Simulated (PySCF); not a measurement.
imidazole (C₃H₄N₂), SMILES c1c[nH]cn1. Heavy atoms are numbered as in [cH:1]1[cH:2][nH:3][cH:4][n:5]1. Hydrogens are named by the atom that carries them.

The structure is a stationary point at r2SCAN-D4/def2-SVP.

Level of theory: PBE0/pcSseg-1 (PySCF).

GIAO shieldings, no solvent; atoms alike by connectivity are averaged. δ = σ(ref) − σ: ¹³C against TMS (σ = 186.3 ppm); ¹⁵N against NH3 (σ = 267.4 ppm); ¹H against TMS (σ = 31.56 ppm), references at their B3LYP-D3(BJ)/def2-TZVP geometries, non-relativistic.

Computed chemical shifts:
```tsv
nucleus	atoms	count	δ (ppm)
¹³C	C4 (CH)	1	139.3
¹³C	C1 (CH)	1	137.7
¹³C	C2 (CH)	1	121.1
¹⁵N	N5	1	308.5
¹⁵N	N3 (NH)	1	183.6
¹H	H on N3	1	8.46
¹H	H on C4	1	7.75
¹H	H on C1	1	7.62
¹H	H on C2	1	7.30
```
